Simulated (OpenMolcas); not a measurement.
## Os4+: moving or changing the point charges

Os4+ among 3 point charges of -1.5 e arranged as a planar triangle (D3h), 1.82 Å from the ion.
```
   1.8200    0.0000    0.0000  -1.50
  -0.9100    1.5762    0.0000  -1.50
  -0.9100   -1.5762    0.0000  -1.50
```

```yaml
Program: OpenMolcas 26.06
Method: CASSCF
Basis: ANO-RCC-VDZP [7s6p4d2f1g]
Scalar_Hamiltonian: DKH2, point nucleus
Active_space: 4 electrons in 5 orbitals (5d)
State_averaging: 2S+1 = 5 even, 5 roots; 2S+1 = 3 even, 45 roots; 2S+1 = 1 even, 50 roots
Spin-orbit_coupling: RASSI with atomic mean-field integrals over the reference wave functions
```

Runs around this geometry, states (labels of D3, the rotations of D3h). Energies in cm-1 above the lowest state or level, χT in cm3 K/mol.

```
R (Å)  q (e)  Ground state  First state of that spin  First gap with spin-orbit (degeneracies)  χT at 300 K  First state of another spin
 1.82   -1.2            5E                  5E 12059                               1639 (1, 1)        0.157                     3E 18082
 1.67   -1.5            5E                  5E 19206                               1279 (1, 1)        0.217                     3E 13202
 1.82   -1.5            5E                  5E 14958                               1423 (1, 1)        0.187                     3E 16501
 2.03   -1.5            5E                  5E 10793                               1750 (1, 1)        0.144                     3E 18747
```

Taking the first state of the same spin as R^-n, n = -ln(10793 / 19206) / ln(2.03 / 1.67) = 3.0 between the shortest and longest distance.

Scaling the charges by -1.2 / -1.5 = 0.80 scales the first state of the same spin by 12059 / 14958 = 0.81; with fixed orbitals a first-order splitting would follow the charge.

An orbital doublet at a regular site is open to a Jahn-Teller distortion, which this geometry leaves out. Without dynamic correlation the repulsion within the d shell is too large (B by tens of per cent), so at a given field states of lower spin stand too high. Point charges give a weaker field than real ligands, and real ions of this kind are as a rule low spin; the high spin found here belongs to the model. This shell can be high or low spin here, a state of another spin lies low, and with metal d orbitals alone active their balance is uncertain, so the ground spin may be wrong (holds for R = 1.67, q = -1.5). Spin-orbit coupling mixes the spin-free states strongly: the lowest level takes only 68 % from its leading state, 5E (holds for R = 2.03, q = -1.5). This is an electrostatic model: the charges have no orbitals. No measured value stands beside these numbers.
